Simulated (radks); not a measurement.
The numbers below are computed, except where a source is named.
These are the eigenvalues of the occupied orbitals of an atom or ion with whole-number occupations (hartree). Level of theory: non-relativistic Kohn-Sham, r2SCAN, spin-polarised, spherical densities, point nucleus; meta-GGA in the generalised Kohn-Sham scheme (a radial shooting solver on a logarithmic mesh with Libxc functionals).

1s up: -2685.959
1s down: -2685.824
2s up: -604.6563
2s down: -604.5364
2p up: -590.8439
2p down: -590.6955
3s up: -256.2343

Which element is it, and in what charge state? The configuration may be excited. Open shells, if any, are filled with parallel spins first.

Answer. Z = 76, osmium, charge +65: Os65+ in [Ne] 3s1. The list shows which subshells hold electrons but not how many an open one holds; the 1s level, -2686 hartree, gives Z - s = 73.3 by -(Z - s)^2/2, which with screening narrows Z to a few neighbours, and the depths of the outer levels then fix element, charge and occupations together.
